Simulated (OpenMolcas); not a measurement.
How basis sets differ on C2H2BCl (SMILES C#CBCl)

C2H2BCl has 6 atoms, charge 0, and is taken as a singlet. As SMILES, `C#CBCl`. Geometry: relaxed at GFN2-xTB.

Each level gives the dipole moment (D). The values are calculated.

| level | kind | program | value (D) |
| --- | --- | --- | --- |
| HF/ANO-R0 (sfX2C) | Hartree–Fock | OpenMolcas | 1.38 |
| HF/STO-3G | Hartree–Fock | OpenMolcas | 1.92 |
| HF/3-21G | Hartree–Fock | OpenMolcas | 2.26 |
| HF/def2-SVP | Hartree–Fock | OpenMolcas | 1.36 |

The values span 1.36 to 2.26 D. Sets without polarisation functions give poor dipoles.
